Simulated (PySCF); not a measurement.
## Pt: excitation energy

Pt [Xe] 4f14 5d9 6s1 (3D) → Pt [Xe] 4f14 5d10 (1S), as a difference of total energies. Computed with PySCF 2.14 in ANO-RCC-VTZP, with scalar relativity by spin-free X2C-1e. Correlated levels: valence and next inner shell: [Kr] 4d10 4f14 frozen. The calculations carry no spin-orbit coupling.

| method | excitation energy (eV) |
| --- | --- |
| UHF | 1.075 |
| MP2 (valence and next inner shell) | 0.301 |
| SCS-MP2 (valence and next inner shell) | 0.300 |
| CCSD (valence and next inner shell) | 0.574 |
| CCSD(T) (valence and next inner shell) | 0.482 |

Task: How much does correlation contribute at CCSD(T) (valence and next inner shell)?

Result: 0.482 − (1.075) = -0.593 eV, measured against UHF.

Errors of the correlated levels include the incompleteness of this basis and the frozen core.

For comparison: 0.239 eV (measured; NIST levels, between the centres of gravity of the two terms).
